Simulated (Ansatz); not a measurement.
(1) Predict a relaxed structure of [ICl4]- (ICl₄⁻), charge -1, singlet, at PBE-D4/def2-SVPD (Ansatz).

Results:

(1) 
```xyz
5

I     0.000    0.000    0.000
Cl    2.240   -1.236    0.280
Cl   -0.485   -0.311    2.508
Cl   -2.240    1.236   -0.280
Cl    0.485    0.311   -2.508
```
Point group D4h (tolerance 0.1 Å). This is one stationary point.

In the def2 sets I takes a core potential; there is no spin–orbit coupling.
